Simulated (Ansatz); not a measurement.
Cost and result for the atomization energy of `[AlH2][CH]1C=COC1` (13 atoms, 13 bonds).

```xyz
13

Al    0.3652    1.5892    0.7160
C     0.2551   -0.3775    0.8391
C     0.9603   -0.2521   -0.4909
C     0.0133   -0.2751   -1.4490
O    -1.2175   -0.5577   -1.0014
C    -1.0742   -0.9675    0.3876
H    -0.8985    2.3669    0.1594
H     1.7347    2.2976    1.0929
H     0.7748   -0.9500    1.6018
H     2.0177   -0.1077   -0.6609
H     0.0972   -0.0943   -2.5119
H    -1.9546   -0.6049    0.9166
H    -1.0736   -2.0668    0.4007
```

The species carries charge 0 and has multiplicity 1. All single points use the PBE0-D4/def2-TZVP geometry. Program: Ansatz. All runs use 4 threads of an Arm Neoverse V1 on a shared host. Times are those of one run each, without the atoms' runs, and a repeat can differ threefold. Electronic energies, without spin–orbit coupling; frozen cores. CCSD(T)/CBS adds CCSD(T) − MP2 in def2-TZVPP to the MP2 limit, and its time is that of the two runs behind it. T1 = 0.013. B3LYP takes the VWN-RPA correlation (the form of Gaussian; ORCA's B3LYP/G).

CCSD(T)/CBS is a level of theory with its own doubt, some kJ/mol a heavy atom from the limit and from the frozen cores, so smaller differences don't rank the functionals.

```csv
level,functions,wall time,atomization (kcal/mol),difference from CCSD(T)/CBS,per bond
PBE-D4/def2-TZVPP (with forces),295,3.6 s,1254.0,35.3,2.7
PBE0-D4/def2-TZVPP,295,4.3 s,1230.3,11.6,0.9
r2SCAN-D4/def2-TZVPP (with forces),295,7 s,1228.1,9.4,0.7
B3LYP-D4/def2-TZVPP (with forces),295,7 s,1217.4,-1.3,-0.1
B2PLYP/def2-TZVPP,295,8 s,1205.8,-12.9,-1.0
ωB97X-V/def2-TZVPP,295,11 s,1223.4,4.7,0.4
ωB97M-V/def2-TZVPP (with forces),295,16 s,1224.4,5.7,0.4
MP2/def2-QZVPP,565,37 s,1232.0,13.3,1.0
CCSD(T)/def2-TZVPP,295,14 min,1188.7,-30.0,-2.3
CCSD(T)/CBS(def2),–,14 min,1218.7,0.0,0.0
```

In def2-TZVPP, CCSD(T) changes the Hartree–Fock value by +307.3 kcal/mol (the triples alone add +21.4 kcal/mol) and MP2 by +332.8 kcal/mol; breaking electron pairs costs correlation energy, which Hartree–Fock lacks. The D4 term adds +11.7 kcal/mol with B3LYP and +6.1 kcal/mol with PBE0; it sums over pairs of atoms, weighted by their polarisabilities, and B3LYP, whose exchange is more repulsive, gets the larger term. From PBE to PBE0 (25 % exact exchange), in def2-TZVPP and without D4, the atomization energy moves by −22.5 kcal/mol: exact exchange takes away binding that semilocal exchange gives to molecules.
